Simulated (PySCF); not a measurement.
Spectrum to structure. The calculation used TDDFT PBE0/def2-SVPD, vertical, gas phase, core orbitals frozen in the response (PySCF 2.14.0, density-fitted response routines). Geometries: GFN2-xTB, one conformer each.

```
state  E (eV)       f
   S1    4.86  0.0057
   S2    5.10  0.0000
   S3    5.60   0.025
   S4    6.05   0.029
   S5    6.06  0.0026
   S6    6.43   0.026
```

Question: Which structure fits? All have the formula C8H7N.
A. `CC#Cc1ccncc1`
B. `C=C1C=C(C)C(C#N)=C1`
C. `C#CCc1ccncc1`

Answer: C. Its S1, at 4.86 eV, is the highest among the candidates; the nearest of the others has S1 at 4.54 eV. S1 is HOMO→LUMO (97%). Löwdin shares by element: HOMO nitrogen 57%, carbon 25% or more (atoms not listed hold the other 18%); LUMO carbon 43% or more, nitrogen 20% (atoms not listed hold the other 36%). At the same level the other candidates give, for their lowest levels:
- `CC#Cc1ccncc1`: 4.54 eV (f 0.003); 5.02 eV (f 0.000); 5.18 eV (f 0.000); 5.21 eV (f 0.023); 5.21 eV (f 0.362); T1 3.63 eV; HOMO -7.18, LUMO -1.34 eV
- `C=C1C=C(C)C(C#N)=C1`: 3.21 eV (f 0.002); 4.85 eV (f 0.383); 5.48 eV (f 0.000); 6.13 eV (f 0.000); 6.33 eV (f 0.577); T1 2.15 eV; HOMO -6.93, LUMO -2.71 eV

Conformer computed: `[CH:1]#[C:2][CH2:3][c:4]1[cH:5][cH:6][n:7][cH:8][cH:9]1`: C2–C3–C4–C5 91°.
Triplets come from the Tamm–Dancoff approximation.
